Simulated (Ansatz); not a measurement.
(HCd-mu-F)2 (Cd₂H₂F₂), relaxed as a singlet with RKS PBE0-D4/def2-SVP in Ansatz, starting from the GFN2-xTB geometry. Force threshold 0.02 eV/Å.

In the def2 sets Cd takes a core potential; there is no spin–orbit coupling.

Start:

```
atom   x (Å)   y (Å)   z (Å)
 Cd1  -0.005  -0.943   1.366
  H2   0.004  -1.838   2.668
  F3  -0.195   1.152   0.796
 Cd4   0.001   0.943  -1.367
  H5   0.010   1.842  -2.666
  F6   0.186  -1.155  -0.796
```

| step | energy (eV) | largest force component (eV/Å) | SCF passes |
| --- | --- | --- | --- |
| 1 | -14586.0229 | 1.562 | 26 |
| 2 | -14586.1483 | 0.636 | 30 |
| 3 | -14586.2228 | 0.089 | 31 |
| 4 | -14586.2237 | 0.006 | 32 |

Force components are those of the run's own axes.

End:

| atom | x (Å) | y (Å) | z (Å) |
| --- | --- | --- | --- |
| Cd1 | -0.002 | -0.960 | 1.391 |
| H2 | 0.000 | -1.901 | 2.755 |
| F3 | -0.179 | 1.058 | 0.729 |
| Cd4 | 0.002 | 0.960 | -1.392 |
| H5 | 0.008 | 1.902 | -2.755 |
| F6 | 0.171 | -1.058 | -0.730 |

By distances, no bond broke or formed. The bond that changes most is Cd1–H2, from 1.58 to 1.66 Å (atoms count from 1).

No frequencies were taken in this run, so the end may be a saddle point.

Hardware: 4 threads of Arm Neoverse V1 on a shared host. Wall time 9.5 s.
